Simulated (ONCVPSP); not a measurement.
**Au (Z = 79), ONCV: configuration errors across variants**

```
Element                 : gold (Au)
Generator               : ONCVPSP 4.0.1
Type                    : optimised norm-conserving Vanderbilt (ONCV)
Functional              : LDA (Perdew-Zunger)
Relativity              : scalar-relativistic
Frozen core             : [Kr] 4d10 4f14
Valence charge          : 19
Reference configuration : 5s2 5p6 5d10 (charge +1)
Partial waves           : 5s: rc 1.10 bohr, ncon 4, nbas 7, qcut 4.8 1/bohr, 2 projectors, debl 0.7 Ha; 5p: rc 1.75 bohr, ncon 3, nbas 6, qcut 6.2 1/bohr, 2 projectors, debl 1.9 Ha; 5d: rc 1.60 bohr, ncon 4, nbas 7, qcut 6 1/bohr, 2 projectors, debl 3.3 Ha
Local potential         : polynomial inside 0.70 bohr (lpopt 2, dvloc0 4 Ha)
Core correction         : Teter function, parameters optimised by the program
```

In the s channel the program set the typed energies aside and used -4.312, 0.250 Ha. In the p channel the program set the typed energies aside and used -2.524, 0.250 Ha.

All-electron excitation energies from the reference (eV): (1) 5s2 5p6 5d10 6s1 -9.774; (2) 5s2 5p6 5d9 21.501; (3) 5s2 5p6 5d8 55.668; (4) 5s2 5p6 5d10 6s0.5 -5.827.

2 further variants failed, have other tests or another functional or relativity, and are left out.

Errors AE − PS in meV (a dash: test not solved or not reliable):

```tsv
change	(1)	(2)	(3)	(4)	bound ghosts	GHOST(+) flags above zero
base	+2.0	-3.8	-14	+1.5	none	s, p
s: qcut 3.7; p: qcut 4.7; d: qcut 4.6	+2.0	-3.5	-12	+1.5	none	s, p, d
p: qcut 7.6	+2.1	-3.7	-13	+1.5	none	s, p
p: rc 1.3	+2.0	-3.9	-15	+1.5	none	s, p
```

Give the same row for: s: qcut 4.1.

+1.9, -3.8, -14, +1.5; bound ghosts: none; GHOST(+) flags above zero: s, p.
